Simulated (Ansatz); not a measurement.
F₅Nb, charge +1, doublet, at a GFN2-xTB geometry (such geometries of metal compounds can be far from the true shape) (the multiplicity is a formal guess) (core potentials on Nb); B3LYP/def2-SVP (Ansatz, a program for electronic structure).

The Ansatz input:
Ansatz 0.2 input:
```yaml
crystal:
  periodic: [false, false, false]
  atoms:
    - {symbol: Nb, position_ang: [0.00000000, -0.00000000, 0.00000000]}
    - {symbol: F, position_ang: [1.47391396, -0.91144717, -0.52850996]}
    - {symbol: F, position_ang: [-0.32893565, 0.24552260, 1.76465325]}
    - {symbol: F, position_ang: [-1.14497831, 0.66592457, -1.23614328]}
    - {symbol: F, position_ang: [-0.95251155, -1.56350580, 0.03998576]}
    - {symbol: F, position_ang: [0.95251155, 1.56350580, -0.03998576]}
basis:
  gaussian:
    orbitals: def2-SVP
hamiltonian:
  xc: b3lyp
total_charge: 1
magnetization: {spin_polarized: true, initial_magnetization: 1}
accuracy: high
```

It wrote (shortened):

```
Functional definition: B3LYP
2142 factors; integrals over basis functions are off by at most 6.0e-9 eV
mean field evaluation 1: about -15104.9693 eV, gradient 6.5e1 eV
mean field evaluation 2: about -14985.5319 eV, gradient 2.0e2 eV
mean field evaluation 4: about -15114.4462 eV, gradient 3.3e1 eV
mean field evaluation 8: about -15118.4428 eV, gradient 3.6e-1 eV
mean field evaluation 16: about -15118.5546 eV, gradient 2.9e-2 eV
mean field evaluation 32: about -15118.5550 eV, gradient 2.4e-8 eV
mean field evaluation 64: about -15118.5435 eV, gradient 3.4e-1 eV
mean field evaluation 96: about -15118.2958 eV, gradient 7.6e0 eV
mean field -15118.55495906 eV, -555.5966470210 hartree, gradient 6.4e-8 eV, S^2 0.760706; 13 other end points of the search recorded, 0 dependent functions left out
reference -15118.55500223 eV, -555.5966486074 hartree; 29, 28 occupied and 72, 73 virtual orbitals, 2142 factors
Total energy: -15118.55500223 eV, -555.5966486074 hartree
```
